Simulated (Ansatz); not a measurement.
Compare A (`ClC1C[SiH2]O1`) with its isomer B (`O/C=C/[SiH2]Cl`).

Calculated with Ansatz (gas phase, PBE0-D4/def2-TZVP geometries, no zero-point term in ΔE). CBS: MP2 limit from def2 TZ/QZ plus the TZ coupled-cluster correction, frozen cores. Functionals use def2-TZVPP. B3LYP here is the variant with VWN-RPA as its local correlation; programs differ in this. Each species was taken in one conformer, which may not be the lowest.

(1) Which isomer does CCSD(T)/CBS put lower? Give the gap. (Estimate.)

(2) Give E(B) − E(A) in kJ/mol with r2SCAN-D4, PBE0-D4, CCSD(T)/def2-TZVPP, B2PLYP, PBE-D4, CCSD/def2-TZVPP, B3LYP. (Best estimate.)

Largest T1 diagnostic: 0.012.

Results:

(1) The calculation gave: B, by 46.0 kJ/mol.

(2) Ansatz gave: r2SCAN-D4 -48.3, PBE0-D4 -42.5, CCSD(T)/def2-TZVPP -43.7, B2PLYP -52.3, PBE-D4 -46.8, CCSD/def2-TZVPP -44.6, B3LYP -59.6. None reverses the order clearly.

The D4 term adds +4.4 kJ/mol with B3LYP and +2.0 kJ/mol with PBE0; it sums over pairs of atoms, weighted by their polarisabilities, and B3LYP, whose exchange is more repulsive, gets the larger term. From PBE to PBE0 (25 % exact exchange), in def2-TZVPP and without D4, E(B) − E(A) moves by +4.9 kJ/mol.
